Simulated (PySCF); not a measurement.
# How methods differ on the ionisation energy of Hf²⁺

Hf²⁺ [Xe] 4f14 5d2 (3F) → Hf³⁺ [Xe] 4f14 5d1 (2D), as a difference of total energies. All numbers are calculated (PySCF 2.14, scalar relativity by spin-free X2C-1e, in ANO-RCC-VTZP (8s7p5d3f2g1h, 104 functions)). The calculations carry no spin-orbit coupling.

| method | ionisation energy (eV) | difference from reference (eV) |
| --- | --- | --- |
| UHF | 21.501 | -1.049 |
| PW91 | 22.707 | +0.157 |
| BP86 | 22.679 | +0.129 |
| BLYP | 22.537 | -0.013 |

Reference: 22.55 ± 0.04 eV (theoretical estimate listed by NIST; NIST Atomic Spectra Database, ionization energies).

The reference lies between the lowest fine-structure levels, while these numbers refer to the centres of the terms.
